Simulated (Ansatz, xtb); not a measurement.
## CH9B4N3: which of two isomers lies lower

Structure a is `BN1BNB(C)NB1`, a singlet and structure b is `BN1BNBN(C)B1`, a singlet. Both are isolated molecules in the gas phase, relaxed with B3LYP/def2-SVP; the shapes shown needn't be the lowest conformers.

a (Å):

```yaml
atoms:
  - { symbol: C, position_ang: [-0.9501, 1.9490, -1.5734] }
  - { symbol: B, position_ang: [1.4387, -3.0469, 0.5859] }
  - { symbol: B, position_ang: [1.5900, -0.5817, 0.1562] }
  - { symbol: B, position_ang: [-0.3152, 0.6284, -0.9790] }
  - { symbol: B, position_ang: [-0.4603, -1.8553, -0.5379] }
  - { symbol: N, position_ang: [0.8635, -1.8429, 0.0742] }
  - { symbol: N, position_ang: [0.9854, 0.5947, -0.3652] }
  - { symbol: N, position_ang: [-0.9981, -0.6384, -1.0361] }
  - { symbol: H, position_ang: [0.8251, -4.0834, 0.5108] }
  - { symbol: H, position_ang: [2.5348, -3.0204, 1.0899] }
  - { symbol: H, position_ang: [2.6847, -0.5361, 0.6582] }
  - { symbol: H, position_ang: [1.5074, 1.4617, -0.2973] }
  - { symbol: H, position_ang: [-0.4233, 2.8665, -1.2664] }
  - { symbol: H, position_ang: [-0.9278, 1.9152, -2.6782] }
  - { symbol: H, position_ang: [-2.0107, 2.0578, -1.2890] }
  - { symbol: H, position_ang: [-1.9205, -0.6703, -1.4570] }
  - { symbol: H, position_ang: [-1.0879, -2.8811, -0.6191] }
```

b (Å):

```xyz
17

C     0.0188    1.0085    0.8677
B     0.7128   -2.9479   -2.1358
B     1.0722   -3.1887    0.3293
B     0.7177   -1.1991    1.8162
B     0.3628   -0.9744   -0.6326
N     0.7165   -2.3767   -0.8243
N     1.0607   -2.5712    1.6104
N     0.3674   -0.4018    0.6740
H     0.4165   -2.2667   -3.0863
H     1.0072   -4.1087   -2.2823
H     1.3682   -4.3495    0.2052
H     1.3066   -3.1316    2.4186
H     0.7210   -0.7196    2.9243
H    -0.8191    1.1199    1.5745
H    -0.2766    1.4626   -0.0882
H     0.8711    1.5810    1.2689
H     0.0650   -0.2964   -1.5837
```

Q: Estimate E(b) − E(a) at the level CCSD(T)/def2-SVP + ΔMP2/def2-TZVPP.

A: Calculated at CCSD(T)/def2-SVP + ΔMP2/def2-TZVPP: E(b) − E(a) = +76.8 kJ/mol, so structure a lies lower.

The same difference at several levels:

| level | geometry | E(b) − E(a) (kJ/mol) | departure from the last row (kJ/mol) | job, with rough time for the two |
| --- | --- | --- | --- | --- |
| GFN2-xTB | GFN2-xTB | −6.7 | −83.5 | optimisation, 0.4 s |
| HF/STO-3G | GFN2-xTB | +55.6 | −21.1 | single point, 0.44 s |
| r2SCAN-D4/def2-SVP | GFN2-xTB | +82.4 | +5.7 | single point, 4.5 s |
| B3LYP/def2-SVP | B3LYP/def2-SVP | +76.2 | −0.5 | optimisation, 85 s |
| HF/def2-SVP | B3LYP/def2-SVP | +77.4 | +0.7 | part of the CCSD(T) run |
| MP2/def2-SVP | B3LYP/def2-SVP | +75.9 | −0.9 | part of the CCSD(T) run |
| CCSD(T)/def2-SVP | B3LYP/def2-SVP | +71.8 | −5.0 | single point |
| CCSD(T)/def2-SVP + ΔMP2/def2-TZVPP | B3LYP/def2-SVP | +76.8 |  | single point, 2 min |

As drawn, b has 1 C–N, 1 B–H in place of 1 C–B, 1 N–H.

GFN2-xTB puts the two in the other order. The largest departure from CCSD(T)/def2-SVP + ΔMP2/def2-TZVPP is that of GFN2-xTB, 83.5 kJ/mol. A small imaginary or near-zero mode remains, so no thermal terms are given. The last row adds to CCSD(T) the change of the MP2 difference between the two basis sets, here +5.0 kJ/mol.

The correlated steps freeze 8 core orbitals. Programs: Ansatz 0.2.0, xtb 6.7.1; the last row on 4 threads of Arm Neoverse V1 on a shared host.
